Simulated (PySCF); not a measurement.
An unknown gives this computed stick spectrum. Theory: PySCF 2.14.0, density-fitted response routines, TDDFT wB97X-D/def2-SVPD, vertical, gas phase, core orbitals frozen in the response. Geometries: PBE0-D3(BJ)/def2-SVP, one conformer each.

```json
{"state": "S1", "E (eV)": "7.36", "f": "0.012", "main configurations (H = HOMO, L = LUMO)": "H→L (86%)"}
{"state": "S2", "E (eV)": "7.74", "f": "0.029", "main configurations (H = HOMO, L = LUMO)": "H-1→L (54%), H→L+1 (14%), H-1→L+1 (10%)"}
{"state": "S3", "E (eV)": "7.76", "f": "0.0022", "main configurations (H = HOMO, L = LUMO)": "H-2→L (34%), H→L+1 (28%), H-2→L+1 (11%)"}
{"state": "S4", "E (eV)": "8.06", "f": "0.021", "main configurations (H = HOMO, L = LUMO)": "H→L+2 (21%), H-2→L (20%), H→L+1 (18%)"}
{"state": "S5", "E (eV)": "8.15", "f": "0.0016", "main configurations (H = HOMO, L = LUMO)": "H→L+3 (39%), H→L+4 (16%), H→L+2 (12%)"}
{"state": "S6", "E (eV)": "8.19", "f": "0.018", "main configurations (H = HOMO, L = LUMO)": "H→L+4 (47%), H→L+2 (29%)"}
{"state": "S7", "E (eV)": "8.32", "f": "0.0007", "main configurations (H = HOMO, L = LUMO)": "H→L+3 (28%), H-3→L (24%)"}
{"state": "S8", "E (eV)": "8.37", "f": "0.048", "main configurations (H = HOMO, L = LUMO)": "H-1→L+1 (14%), H→L+5 (14%), H-3→L (10%)"}
{"state": "S9", "E (eV)": "8.50", "f": "0.016", "main configurations (H = HOMO, L = LUMO)": "H→L+5 (39%), H→L+2 (8%)"}
{"state": "S10", "E (eV)": "8.54", "f": "0.049", "main configurations (H = HOMO, L = LUMO)": "H-1→L+4 (30%), H-1→L+1 (14%), H→L+5 (11%)"}
```

**Question.** Which candidate is it? All have the formula C4H9ClOSi.
A. `C=CC[Si@@H](O)CCl`
B. `CO[C@@H]1C[C@@H]1[SiH2]Cl`
C. `C=C(C)O[SiH2]CCl`
D. `Cl[C@H]1COCC[SiH2]1`
E. `Cl[Si@@H](C1CC1)OC`

**Answer.** B. Its S1 lies at 7.36 eV; the nearest of the others has S1 at 7.96 eV. S1 is HOMO→LUMO (86%). Löwdin shares by element: HOMO oxygen 38%, carbon 37% or more (atoms not listed hold the other 25%); LUMO chlorine 20%, carbon 19% or more, silicon 15% (atoms not listed hold the other 45%). At the same level the other candidates give, for their lowest levels:
- `CO[Si@@H](Cl)C1CC1`: 7.96 eV (f 0.011); 8.03 eV (f 0.022); 8.32 eV (f 0.012); 8.45 eV (f 0.016); 8.49 eV (f 0.064); T1 7.68 eV; HOMO -10.19, LUMO 2.19 eV
- `C=C(C)O[SiH2]CCl`: 6.42 eV (f 0.011); 6.88 eV (f 0.252); 6.96 eV (f 0.055); 7.01 eV (f 0.004); 7.28 eV (f 0.000); T1 4.44 eV; HOMO -8.74, LUMO 1.66 eV
- `Cl[C@H]1COCC[SiH2]1`: 6.75 eV (f 0.008); 7.22 eV (f 0.008); 7.63 eV (f 0.013); 7.70 eV (f 0.001); 7.97 eV (f 0.006); T1 6.14 eV; HOMO -9.56, LUMO 1.84 eV
- `C=CC[Si@@H](O)CCl`: 6.56 eV (f 0.103); 6.87 eV (f 0.184); 7.11 eV (f 0.074); 7.24 eV (f 0.003); 7.58 eV (f 0.086); T1 4.36 eV; HOMO -9.15, LUMO 1.47 eV

Conformer computed: `[CH3:1][O:2][C@@H:3]1[CH2:4][C@@H:5]1[SiH2:6][Cl:7]`: C1–O2–C3–C4 -83°, C4–C5–Si6–Cl7 107°.
Triplets come from the Tamm–Dancoff approximation.

Without π bonds the low states are Rydberg-like; a valence basis with one diffuse set may place them up to an eV too high.
